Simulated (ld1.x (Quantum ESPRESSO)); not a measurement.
# An all-electron radial function and its pseudo partner (Ag)

Columns: radius, all-electron u(r) and pseudo u(r) of the 5s shell (level -4.59 eV) of silver in the configuration [Kr] 4d10 5s1 5p0; BP86, scalar-relativistic, TM semilocal scheme, ld1.x (Quantum ESPRESSO) 7.5.

```json
{"r (bohr)": "0.195", "all-electron": "0.0919", "pseudo": "0.0508"}
{"r (bohr)": "0.390", "all-electron": "0.0578", "pseudo": "0.0946"}
{"r (bohr)": "0.585", "all-electron": "-0.2158", "pseudo": "0.1270"}
{"r (bohr)": "0.780", "all-electron": "-0.2587", "pseudo": "0.1504"}
{"r (bohr)": "0.975", "all-electron": "-0.1270", "pseudo": "0.1747"}
{"r (bohr)": "1.170", "all-electron": "0.0599", "pseudo": "0.2147"}
{"r (bohr)": "1.365", "all-electron": "0.2361", "pseudo": "0.2844"}
{"r (bohr)": "1.560", "all-electron": "0.3778", "pseudo": "0.3831"}
{"r (bohr)": "1.755", "all-electron": "0.4817", "pseudo": "0.4817"}
{"r (bohr)": "1.950", "all-electron": "0.5518", "pseudo": "0.5518"}
{"r (bohr)": "2.145", "all-electron": "0.5943", "pseudo": "0.5943"}
{"r (bohr)": "2.340", "all-electron": "0.6151", "pseudo": "0.6151"}
{"r (bohr)": "2.535", "all-electron": "0.6194", "pseudo": "0.6194"}
{"r (bohr)": "2.730", "all-electron": "0.6114", "pseudo": "0.6114"}
{"r (bohr)": "2.925", "all-electron": "0.5945", "pseudo": "0.5945"}
{"r (bohr)": "3.120", "all-electron": "0.5714", "pseudo": "0.5714"}
{"r (bohr)": "3.315", "all-electron": "0.5439", "pseudo": "0.5439"}
{"r (bohr)": "3.510", "all-electron": "0.5138", "pseudo": "0.5138"}
{"r (bohr)": "3.705", "all-electron": "0.4823", "pseudo": "0.4823"}
{"r (bohr)": "3.900", "all-electron": "0.4502", "pseudo": "0.4502"}
{"r (bohr)": "4.095", "all-electron": "0.4182", "pseudo": "0.4182"}
{"r (bohr)": "4.290", "all-electron": "0.3870", "pseudo": "0.3870"}
{"r (bohr)": "4.485", "all-electron": "0.3567", "pseudo": "0.3567"}
{"r (bohr)": "4.680", "all-electron": "0.3278", "pseudo": "0.3278"}
{"r (bohr)": "4.875", "all-electron": "0.3004", "pseudo": "0.3004"}
{"r (bohr)": "5.070", "all-electron": "0.2745", "pseudo": "0.2745"}
```

(1) How many radial nodes do the two functions have?

(2) At about which radius was the pseudo-wave matched?

(3) Is the pseudo-wave norm-conserving?

Results:

(1) The all-electron 5s function has n − l − 1 = 4 (the table is too coarse to show those close to the nucleus); the pseudo-wave has 0, since the states of the same l below it are removed with the core.

(2) 1.80 bohr, where the columns begin to agree (steps of 0.20 bohr).

(3) Yes: the TM semilocal scheme keeps the norm inside the radius equal to the all-electron one, which fixes the energy derivative of the logarithmic derivative at the level.
